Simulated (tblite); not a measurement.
C4H6BrFO2.
SMILES with atom numbers: `[CH3:1][O:2][CH2:3][C@H:4]([F:5])[C:6](=[O:7])[Br:8]` (hydrogens: H9, H10, H11 on C1; H12, H13 on C3; H14 on C4)

Computed with GFN2-xTB (tblite), gas phase: L-BFGS steps from a force-field or distance-geometry start until the largest atomic force falls under 0.01 eV/Å.

The end geometry, which sets the zero of energy:
```
atom  x, y, z in Å
C1     -1.9619    0.8736   -0.0141
O2     -0.6389    0.5306    0.3228
C3     -0.1918   -0.6380   -0.3145
C4      1.2242   -0.9391    0.1937
F5      1.1699   -1.6706    1.3489
C6      1.9522    0.3525    0.4666
O7      2.3520    0.7955    1.4764
Br8     2.2319    1.3118   -1.2086
H9     -2.1867    1.7903    0.5256
H10    -2.0607    1.0458   -1.0921
H11    -2.6611    0.0866    0.2902
H12    -0.8378   -1.4952   -0.0733
H13    -0.1746   -0.5040   -1.4069
H14     1.7826   -1.5401   -0.5369
```

Question: These geometries come from the run, each turned onto the end geometry. Order them by energy, lowest first.
A.
```
atom  x, y, z in Å
C1     -2.0515    0.8243    0.0136
O2     -0.7356    0.5028    0.3966
C3     -0.1852   -0.5647   -0.3223
C4      1.1985   -0.8902    0.2568
F5      1.0828   -1.4911    1.4801
C6      2.0690    0.3321    0.4072
O7      2.5540    0.8141    1.3595
Br8     2.4344    1.1094   -1.3574
H9     -2.3785    1.5895    0.7122
H10    -2.0868    1.2199   -1.0080
H11    -2.7176   -0.0447    0.0771
H12    -0.8090   -1.4699   -0.2404
H13    -0.0688   -0.3188   -1.3899
H14     1.6938   -1.6133   -0.4073
```
B.
```
atom  x, y, z in Å
C1     -2.0411    0.7749    0.0161
O2     -0.7658    0.4756    0.5248
C3     -0.2039   -0.5288   -0.2631
C4      1.1684   -0.9008    0.2489
F5      1.0989   -1.3222    1.5482
C6      2.0929    0.2903    0.2867
O7      2.5815    0.6744    1.2889
Br8     2.5067    1.2274   -1.3706
H9     -2.4482    1.5571    0.6409
H10    -1.9804    1.1434   -1.0146
H11    -2.6612   -0.1296    0.0119
H12    -0.8294   -1.4416   -0.2750
H13    -0.0622   -0.1181   -1.2698
H14     1.5431   -1.7024   -0.3956
```
C.
```
atom  x, y, z in Å
C1     -2.0629    0.7948    0.0183
O2     -0.7662    0.4885    0.4733
C3     -0.1816   -0.5247   -0.2978
C4      1.1951   -0.8828    0.2714
F5      1.0645   -1.4464    1.5090
C6      2.1148    0.3062    0.3788
O7      2.6576    0.7556    1.3174
Br8     2.4201    1.1021   -1.3823
H9     -2.4711    1.5642    0.6661
H10    -2.0102    1.1757   -1.0045
H11    -2.7285   -0.0765    0.0363
H12    -0.8065   -1.4301   -0.2880
H13    -0.0894   -0.1910   -1.3424
H14     1.6637   -1.6359   -0.3777
```
D.
```
atom  x, y, z in Å
C1     -2.0324    0.7705    0.0190
O2     -0.7565    0.4797    0.5235
C3     -0.2064   -0.5324   -0.2567
C4      1.1683   -0.8977    0.2510
F5      1.0960   -1.3166    1.5667
C6      2.1051    0.3073    0.2940
O7      2.5537    0.6457    1.2558
Br8     2.5133    1.2353   -1.3679
H9     -2.4434    1.5596    0.6370
H10    -1.9837    1.1442   -1.0133
H11    -2.6612   -0.1381    0.0066
H12    -0.8314   -1.4528   -0.2735
H13    -0.0574   -0.1052   -1.2591
H14     1.5353   -1.6999   -0.4053
```
E.
```
atom  x, y, z in Å
C1     -1.9884    0.8522    0.0204
O2     -0.6568    0.5283    0.3439
C3     -0.1782   -0.6027   -0.3351
C4      1.2137   -0.9301    0.2197
F5      1.1094   -1.5894    1.4130
C6      1.9733    0.3531    0.4285
O7      2.3278    0.8777    1.4148
Br8     2.3822    1.1491   -1.3139
H9     -2.2756    1.6715    0.6763
H10    -2.0725    1.1694   -1.0252
H11    -2.6508   -0.0047    0.1885
H12    -0.8363   -1.4671   -0.1686
H13    -0.1040   -0.4144   -1.4167
H14     1.7555   -1.5932   -0.4678
```

Answer: E (0.008 eV), A (0.027 eV), C (0.051 eV), B (0.237 eV), D (0.507 eV).

In the order of the answer:

```json
{"step": "47", "E above end (eV)": "0.008", "largest force (eV/Å)": "0.05", "rms force component (eV/Å)": "0.018", "rms distance from end (Å)": "0.122", "rms bond change (Å)": "0.002", "bond most changed (Å)": "C6–Br8 +0.008"}
{"step": "23", "E above end (eV)": "0.027", "largest force (eV/Å)": "0.13", "rms force component (eV/Å)": "0.040", "rms distance from end (Å)": "0.206", "rms bond change (Å)": "0.004", "bond most changed (Å)": "C6–Br8 +0.012"}
{"step": "11", "E above end (eV)": "0.051", "largest force (eV/Å)": "0.19", "rms force component (eV/Å)": "0.066", "rms distance from end (Å)": "0.256", "rms bond change (Å)": "0.002", "bond most changed (Å)": "C6–Br8 +0.006"}
{"step": "3", "E above end (eV)": "0.237", "largest force (eV/Å)": "0.86", "rms force component (eV/Å)": "0.227", "rms distance from end (Å)": "0.286", "rms bond change (Å)": "0.008", "bond most changed (Å)": "C3–C4 -0.023"}
{"step": "1", "E above end (eV)": "0.507", "largest force (eV/Å)": "7.32", "rms force component (eV/Å)": "1.488", "rms distance from end (Å)": "0.290", "rms bond change (Å)": "0.020", "bond most changed (Å)": "C6=O7 -0.059"}
```

What follows is the cost of the whole relaxation. On one thread, Arm Neoverse V1 (aarch64), no GPU, shared host with 32 logical CPUs at a one-minute load of 19, this took 0.48 s of wall time.
